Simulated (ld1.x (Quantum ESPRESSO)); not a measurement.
## Pseudopotential generation for Ti (Z = 22): TM semilocal, LDA (PZ), scalar-relativistic.

Input for ld1.x (Quantum ESPRESSO) 7.5:

```
&input
   title='Ti', zed=22., rel=1, dft='PZ', iswitch=3,
   config='[Ar] 3d2 4s2 4p0',
   nld=3, rlderiv=3.40, eminld=-2.0, emaxld=5.0, deld=0.02
 /
 &inputp
   pseudotype=1, tm=.true., lloc=0,
   nlcc=.true., new_core_ps=.true.,
   file_pseudopw='Ti.pp', file_wfcaegen='ae.wfc', file_wfcncgen='nc.wfc'
 /
3
4P  2  1   0.00   0.00  3.05  3.05  0.0
3D  3  2   2.00   0.00  1.15  1.15  0.0
4S  1  0   2.00   0.00  3.15  3.15  0.0
 &test
   configts(1)='3d2 4s2 4p0'
 /
```

Command:

```bash
ld1.x < Ti.in > Ti.out
```

The program printed (shortened: banner, matrices, multipoles, cross overlaps and the repeated all-electron block are left out):

```
Program LD1 v.7.5
     --------------------------- All-electron run ----------------------------

     Ti
     scalar relativistic calculation

     atomic number is 22.00
     dft =PZ   lsd =0 sic =0 latt =0  beta=0.20 tr2=1.0E-14
     Exchange-correlation= PZ
                           (   1   1   0   0   0   0   0)
     mesh =1177 r(mesh) = 100.37945 a.u. xmin = -7.00 dx = 0.01250
     1 Ry =  13.60569312 eV, c = 137.03599908

     n l     nl                  e(Ry)          e(Ha)          e(eV)
     1 0     1S 1( 2.00)      -356.9155      -178.4578     -4856.0828
     2 0     2S 1( 2.00)       -39.3567       -19.6784      -535.4753
     2 1     2P 1( 6.00)       -32.6322       -16.3161      -443.9832
     3 0     3S 1( 2.00)        -4.5762        -2.2881       -62.2617
     3 1     3P 1( 6.00)        -2.8506        -1.4253       -38.7850
     3 2     3D 1( 2.00)        -0.3280        -0.1640        -4.4628
     4 0     4S 1( 2.00)        -0.3381        -0.1691        -4.6001
     4 1     4P 1( 0.00)        -0.1131        -0.0566        -1.5392

     final scf error:  9.2E-15 reached in  36 iterations

     Etot =   -1703.443259 Ry,    -851.721630 Ha,  -23176.526240 eV

     Ekin =    1716.818994 Ry,     858.409497 Ha,   23358.512381 eV
     Encl =   -4053.588407 Ry,   -2026.794204 Ha,  -55151.879919 eV
     Eh   =     713.394945 Ry,     356.697472 Ha,    9706.232691 eV
     Exc  =     -80.068791 Ry,     -40.034395 Ha,   -1089.391394 eV

     normalization and overlap integrals

     s(1S/1S) =  1.000000  <r> =   0.0697  <r2> =    0.0065  r(max) =   0.0455
     s(2S/2S) =  1.000000  <r> =   0.3259  <r2> =    0.1256  r(max) =   0.2682
     s(2P/2P) =  1.000000  <r> =   0.2904  <r2> =    0.1040  r(max) =   0.2196
     s(3S/3S) =  1.000000  <r> =   1.0090  <r2> =    1.1763  r(max) =   0.8685
     s(3P/3P) =  1.000000  <r> =   1.0878  <r2> =    1.3976  r(max) =   0.9016
     s(3D/3D) =  1.000000  <r> =   1.6119  <r2> =    3.5379  r(max) =   0.9719
     s(4S/4S) =  1.000000  <r> =   3.4831  <r2> =   14.0025  r(max) =   2.8834
     s(4P/4P) =  1.000000  <r> =   4.7748  <r2> =   26.8068  r(max) =   3.7960

     ------------------------ End of All-electron run ------------------------

     --------------------- Generating NC pseudopotential ---------------------

      Generating local pot.: lloc=0, matching radius rcloc =   3.1500

      Computing core charge for nlcc:

       r > 1.73 : true rho core
      Core charge pseudized with two Bessel functions
      Integrated core pseudo-charge :   7.70

      Wfc   4P  rcut= 3.031  Using Troullier-Martins method

      Wfc   3D  rcut= 1.143  Using Troullier-Martins method

     ------------------- End of pseudopotential generation -------------------

     Computing logarithmic derivative in   3.41346
     Computing logarithmic derivative in   3.41346
     Computing the partial wave expansion
       no projector for channel:   0
     R is outside the sphere for l=    1 j= 0.00
     R is outside the sphere for l=    2 j= 0.00

     ---------------------- Testing the pseudopotential ----------------------

     Ti
     scalar relativistic calculation

     atomic number is 22.00   valence charge is  4.00
     dft =PZ   lsd =0 sic =0 latt =0  beta=0.20 tr2=1.0E-14
     mesh =1177 r(mesh) = 100.37945 xmin = -7.00 dx = 0.01250

     n l     nl             e AE (Ry)        e PS (Ry)    De AE-PS (Ry)
     3 2     3D   1( 2.00)       -0.32801       -0.32799       -0.00002
     1 0     4S   1( 2.00)       -0.33810       -0.33810        0.00000
     2 1     4P   1( 0.00)       -0.11313       -0.11313       -0.00000

     eps = 6.4E-15  iter =  5

     Etot =   -1703.443259 Ry,    -851.721630 Ha,  -23176.526240 eV
     Etotps =   -16.814557 Ry,      -8.407278 Ha,    -228.773700 eV

     Ekin =      14.371966 Ry,       7.185983 Ha,     195.540561 eV
     Encl =      -8.798830 Ry,      -4.399415 Ha,    -119.714183 eV
     Ehrt =       5.915790 Ry,       2.957895 Ha,      80.488428 eV
     Ecxc =     -13.238412 Ry,      -6.619206 Ha,    -180.117766 eV
     (Ecc =      -9.843609 Ry,      -4.921804 Ha,    -133.929117 eV)
     Epseu=     -15.065072 Ry,      -7.532536 Ha,    -204.970740 eV

     ---------------------- End of pseudopotential test ----------------------
```

Generation and configuration tests took about 3.2 s on one core of a shared server CPU.

Transferability test of the new file with ld1.x, input:

```
&input
   title='Ti', zed=22., rel=1, dft='PZ', iswitch=2,
   config='[Ar] 3d2 4s2 4p0'
 /
 &test
   file_pseudo='Ti.pp', nconf=10,
   configts(1)='3d2 4s2 4p0',
   configts(2)='3d2 4s1 4p0',
   configts(3)='3d2 4s0 4p0',
   configts(4)='3d1 4s0 4p0',
   configts(5)='3d3 4s0 4p0',
   configts(6)='3d2.5 4s1.5 4p0',
   configts(7)='3d2 4s0 4p2',
   configts(8)='3d2 4s0 4p1',
   configts(9)='3d2 4s2 4p0', lsdts(9)=1,
   configts(10)='3d2 4s1 4p0', lsdts(10)=1
 /
```

```bash
ld1.x < Ti.test.in > Ti.test.out
```

Pseudopotential blocks of its output, shortened (energy terms left out):

```
     ---------------------- Testing the pseudopotential ----------------------

     n l     nl             e AE (Ry)        e PS (Ry)    De AE-PS (Ry)
     3 2     3D   1( 2.00)       -0.32801       -0.32799       -0.00002
     1 0     4S   1( 2.00)       -0.33810       -0.33810        0.00000
     2 1     4P   1( 0.00)       -0.11313       -0.11313       -0.00000

     eps = 5.8E-15  iter = 15

     Etot =   -1703.443259 Ry,    -851.721630 Ha,  -23176.526240 eV
     Etotps =   -16.814558 Ry,      -8.407279 Ha,    -228.773712 eV

     ---------------------- End of pseudopotential test ----------------------

          ---------------------- Testing the pseudopotential ----------------------

     n l     nl             e AE (Ry)        e PS (Ry)    De AE-PS (Ry)
     3 2     3D   1( 2.00)       -0.85556       -0.85168       -0.00389
     1 0     4S   1( 1.00)       -0.77914       -0.78003        0.00089
     2 1     4P   1( 0.00)       -0.49809       -0.49867        0.00057

     eps = 5.1E-15  iter = 12

     Etot =   -1702.889395 Ry,    -851.444697 Ha,  -23168.990524 eV
     Etotps =   -16.260344 Ry,      -8.130172 Ha,    -221.233247 eV
     dEtot_ae =       0.553865 Ry
     dEtot_ps =       0.554214 Ry,   Delta E=      -0.000349 Ry

     ---------------------- End of pseudopotential test ----------------------

          ---------------------- Testing the pseudopotential ----------------------

     n l     nl             e AE (Ry)        e PS (Ry)    De AE-PS (Ry)
     3 2     3D   1( 2.00)       -1.46451       -1.46111       -0.00340
     1 0     4S   1( 0.00)       -1.24472       -1.25208        0.00736  !
     2 1     4P   1( 0.00)       -0.90742       -0.91351        0.00609  !

     eps = 2.5E-15  iter =  7

     Etot =   -1701.875119 Ry,    -850.937560 Ha,  -23155.190608 eV
     Etotps =   -15.242981 Ry,      -7.621491 Ha,    -207.391322 eV
     dEtot_ae =       1.568140 Ry
     dEtot_ps =       1.571577 Ry,   Delta E=      -0.003437 Ry

     ---------------------- End of pseudopotential test ----------------------

          ---------------------- Testing the pseudopotential ----------------------

     n l     nl             e AE (Ry)        e PS (Ry)    De AE-PS (Ry)
     3 2     3D   1( 1.00)       -2.56755       -2.65601        0.08846  !
     1 0     4S   1( 0.00)       -1.93342       -1.97241        0.03899  !
     2 1     4P   1( 0.00)       -1.52076       -1.54218        0.02142  !

     eps = 2.0E-17  iter =  7

     Etot =   -1699.876720 Ry,    -849.938360 Ha,  -23128.000993 eV
     Etotps =   -13.209149 Ry,      -6.604574 Ha,    -179.719623 eV
     dEtot_ae =       3.566540 Ry
     dEtot_ps =       3.605409 Ry,   Delta E=      -0.038869 Ry

     ---------------------- End of pseudopotential test ----------------------

          ---------------------- Testing the pseudopotential ----------------------

     n l     nl             e AE (Ry)        e PS (Ry)    De AE-PS (Ry)
     3 2     3D   1( 3.00)       -0.60855       -0.59390       -0.01465  !
     1 0     4S   1( 0.00)       -0.67631       -0.68734        0.01103  !
     2 1     4P   1( 0.00)       -0.42014       -0.43160        0.01146  !

     eps = 9.6E-17  iter = 10

     Etot =   -1702.887723 Ry,    -851.443862 Ha,  -23168.967782 eV
     Etotps =   -16.240971 Ry,      -8.120486 Ha,    -220.969672 eV
     dEtot_ae =       0.555536 Ry
     dEtot_ps =       0.573586 Ry,   Delta E=      -0.018050 Ry

     ---------------------- End of pseudopotential test ----------------------

          ---------------------- Testing the pseudopotential ----------------------

     n l     nl             e AE (Ry)        e PS (Ry)    De AE-PS (Ry)
     3 2     3D   1( 2.50)       -0.22624       -0.21862       -0.00762  !
     1 0     4S   1( 1.50)       -0.30777       -0.31057        0.00280
     2 1     4P   1( 0.00)       -0.09798       -0.10023        0.00225

     eps = 3.0E-15  iter = 10

     Etot =   -1703.419478 Ry,    -851.709739 Ha,  -23176.202673 eV
     Etotps =   -16.787725 Ry,      -8.393863 Ha,    -228.408637 eV
     dEtot_ae =       0.023782 Ry
     dEtot_ps =       0.026833 Ry,   Delta E=      -0.003051 Ry

     ---------------------- End of pseudopotential test ----------------------

          ---------------------- Testing the pseudopotential ----------------------

     n l     nl             e AE (Ry)        e PS (Ry)    De AE-PS (Ry)
     3 2     3D   1( 2.00)       -0.49999       -0.50320        0.00321
     1 0     4S   1( 0.00)       -0.44321       -0.44419        0.00098
     2 1     4P   1( 2.00)       -0.19514       -0.19501       -0.00013

     eps = 1.7E-15  iter =  9

     Etot =   -1702.970355 Ry,    -851.485178 Ha,  -23170.092051 eV
     Etotps =   -16.340681 Ry,      -8.170341 Ha,    -222.326292 eV
     dEtot_ae =       0.472904 Ry
     dEtot_ps =       0.473877 Ry,   Delta E=      -0.000972 Ry

     ---------------------- End of pseudopotential test ----------------------

          ---------------------- Testing the pseudopotential ----------------------

     n l     nl             e AE (Ry)        e PS (Ry)    De AE-PS (Ry)
     3 2     3D   1( 2.00)       -0.93596       -0.93586       -0.00010
     1 0     4S   1( 0.00)       -0.82825       -0.83010        0.00185
     2 1     4P   1( 1.00)       -0.54301       -0.54361        0.00060

     eps = 2.5E-15  iter = 11

     Etot =   -1702.606567 Ry,    -851.303284 Ha,  -23165.142465 eV
     Etotps =   -15.976748 Ry,      -7.988374 Ha,    -217.374730 eV
     dEtot_ae =       0.836692 Ry
     dEtot_ps =       0.837810 Ry,   Delta E=      -0.001118 Ry

     ---------------------- End of pseudopotential test ----------------------

          ---------------------- Testing the pseudopotential ----------------------

     n l     nl             e AE (Ry)        e PS (Ry)    De AE-PS (Ry)
     3 2     3D   1( 2.00)       -0.36504       -0.36633        0.00129
     1 0     4S   1( 1.00)       -0.35225       -0.35223       -0.00002
     2 1     4P   1( 0.00)       -0.11993       -0.11989       -0.00004
     3 2     3D   2( 0.00)       -0.26671       -0.25692       -0.00979  !
     1 0     4S   2( 1.00)       -0.31811       -0.31780       -0.00032
     2 1     4P   2( 0.00)       -0.10441       -0.10461        0.00020

     eps = 2.2E-15  iter = 16

     Etot =   -1703.492534 Ry,    -851.746267 Ha,  -23177.196651 eV
     Etotps =   -16.869570 Ry,      -8.434785 Ha,    -229.522192 eV
     dEtot_ae =      -0.049274 Ry
     dEtot_ps =      -0.055012 Ry,   Delta E=       0.005738 Ry

     ---------------------- End of pseudopotential test ----------------------

          ---------------------- Testing the pseudopotential ----------------------

     n l     nl             e AE (Ry)        e PS (Ry)    De AE-PS (Ry)
     3 2     3D   1( 2.00)       -0.90262       -0.90184       -0.00078
     1 0     4S   1( 1.00)       -0.81733       -0.81769        0.00036
     2 1     4P   1( 0.00)       -0.52682       -0.52713        0.00032
     3 2     3D   2( 0.00)       -0.76977       -0.75640       -0.01336  !
     1 0     4S   2( 0.00)       -0.68997       -0.69104        0.00107
     2 1     4P   2( 0.00)       -0.42418       -0.42493        0.00076

     eps = 9.4E-15  iter = 15

     Etot =   -1702.980841 Ry,    -851.490421 Ha,  -23170.234717 eV
     Etotps =   -16.358055 Ry,      -8.179027 Ha,    -222.562670 eV
     dEtot_ae =       0.462418 Ry
     dEtot_ps =       0.456503 Ry,   Delta E=       0.005915 Ry

     ---------------------- End of pseudopotential test ----------------------
```
